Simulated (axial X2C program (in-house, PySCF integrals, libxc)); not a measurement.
# Spectroscopic constants of SnTe⁺

Computed with an in-house all-electron X2C program for linear molecules (integrals from PySCF). Spin-free means the one-electron spin-free X2C Hamiltonian; two-component (2c) means X2C with spin–orbit coupling and atomic mean-field two-electron Coulomb and Gaunt terms, so the difference of the two also holds small scalar two-electron terms. Basis: Te dyall-cv3z [11s12p8d4f1g], Sn dyall-cv3z [11s12p9d4f1g] (cores contracted in-house); Gaussian nuclei, density fitting, unrestricted open shells. Masses: Te 129.906 u, Sn 119.902 u.

The run was started with this input:
```json
{"zs": [52, 50], "q": 1, "bas": ["dyall-cv3z", "dyall-cv3z"], "levels": ["PBE0", "HF", "TPSS"], "cc": true, "r0": 2.58, "thr": -1.0, "nmax": 90, "npts": 10, "nst": 2, "ntry": 6}
```
```bash
python so2c.py task.json out
```

Keys: zs atomic numbers; q charge; bas basis sets; levels methods; cc coupled cluster on or off; r0 starting distance in Å; thr threshold in hartree for freezing inner shells (an s shell follows its p shell); nmax most natural virtual spinors; npts points on the curve; nst determinants followed; ntry starts of the search. HF also brings MP2.

State, spin-free: M_S = 1/2, Λ = 1 (beyond evenly filled blocks: π+α, π+β, π-α); electrons by block: σα: 21, σβ: 21, π+α: 11, π+β: 11, π-α: 11, π-β: 10, δ+α: 4, δ+β: 4, δ-α: 4, δ-β: 4. Fragments: Te + Sn+.

State, 2c: Ω = 3/2 (⟨Sz⟩ = 0.50, ⟨Lz⟩ = 1.00 at PBE0); electrons by block: 1/2: 32, -1/2: 32, 3/2: 15, -3/2: 14, 5/2: 4, -5/2: 4. Fragments: Te + Sn+.

```
Hamiltonian  level  Re (Å)  ωe (cm⁻¹)  αe (cm⁻¹)  De (eV)  D0 (eV)  k (mdyn/Å)  μ (D)
  spin-free   PBE0   2.681      215.1   8.68e-05     2.89     2.87         1.7   2.99
  spin-free   TPSS   2.706      205.2   9.05e-05     3.02     3.01        1.55   2.85
         2c   PBE0   2.686      211.9   8.96e-05      n/a      n/a        1.65   2.90
         2c   TPSS   2.710      202.6   9.24e-05      n/a      n/a        1.51   2.78
```

Dipoles are positive if Sn is the positive end and refer to the centre of mass.

One determinant describes the state; a PBE0 search over occupations chose it and may have missed a lower one. Dissociation energies refer to the lowest single-determinant-based atoms at the same level and basis. De is not given where an atomic determinant may have missed its ground term or J level, or where the truncated virtual space spoils (T). Density functionals use the spin component along the axis (collinear). The functionals have no current-density term, which raises determinants with orbital currents, atoms included.

No reliable constants came from CCSD (2c), CCSD (spin-free), CCSD(T) (2c), CCSD(T) (spin-free), HF (2c), HF (spin-free), MP2 (2c), MP2 (spin-free): no minimum in range, unconverged points, a curve that is not smooth, a change of character along it, or the two Hamiltonians disagreeing along it.

Rough cost a point (2c) on 1 thread(s) of a shared host, integrals apart: PBE0 2.3 s, TPSS 1.6 s.

The whole task took 4.5 min on 1 thread of Arm Neoverse V1 (shared host).
